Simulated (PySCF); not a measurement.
# Tc⁺: ionisation energy

Tc⁺ [Kr] 4d5 5s1 (7S) → Tc²⁺ [Kr] 4d5 (6S), as a difference of total energies. Calculation: PySCF 2.14, in x2c-TZVPPall with one added diffuse shell each of s, p, d, f type (9s7p7d3f1g, 95 functions); scalar relativity by spin-free X2C-1e. Correlated levels: valence: [Kr] frozen. The calculations carry no spin-orbit coupling.

```tsv
method	ionisation energy (eV)	difference from reference (eV)
UHF	14.249	-1.011
MP2 (valence)	14.803	-0.457
SCS-MP2 (valence)	14.433	-0.827
CCSD (valence)	14.825	-0.435
CCSD(T) (valence)	14.847	-0.413
```

Reference: 15.26 eV (semi-empirical (NIST evaluation); NIST Atomic Spectra Database, ionization energies).

Errors of the correlated levels include the incompleteness of this basis and the frozen core.
